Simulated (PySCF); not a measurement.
## Te⁺ (tellurium, charge +1) across methods

[Kr] 4d10 5s2 5p2 6s1, high-spin 4P determinant (an excited configuration). All numbers are calculated (PySCF 2.14, a scalar-relativistic core potential, in aug-cc-pwCVDZ-PP with ECP28MDF (6s5p4d1f, 48 functions)).

| method | E (hartree) | mean ε 5s β (eV) | mean ε 5p α (eV) | mean ε 6s α (eV) | Σ⟨r²⟩ (bohr²) | ⟨S²⟩ |
| --- | --- | --- | --- | --- | --- | --- |
| r2SCAN | -267.3788 | -25.879 | -17.668 | -6.816 | 64.72 | 3.753 |
| UHF | -266.34182 | -28.841 | -21.785 | -8.199 | 68.25 | 3.758 |
| LDA | -266.8832 | -26.465 | -17.414 | -7.022 | 65.45 | 3.751 |
| PBE0 | -267.2968 | -26.930 | -18.591 | -7.314 | 65.71 | 3.752 |
| wB97M-V | -267.2608 | -29.410 | -20.843 | -8.465 | 66.85 | 3.753 |
| BP86 | -267.4133 | -26.127 | -17.371 | -7.010 | 65.00 | 3.751 |
| PBE | -267.2840 | -25.802 | -17.225 | -6.869 | 64.59 | 3.751 |

Energies and moments cover only the electrons outside the core potential. The outer electron is Rydberg-like, and this basis confines it to a smaller radius and binds it less than a complete one would.
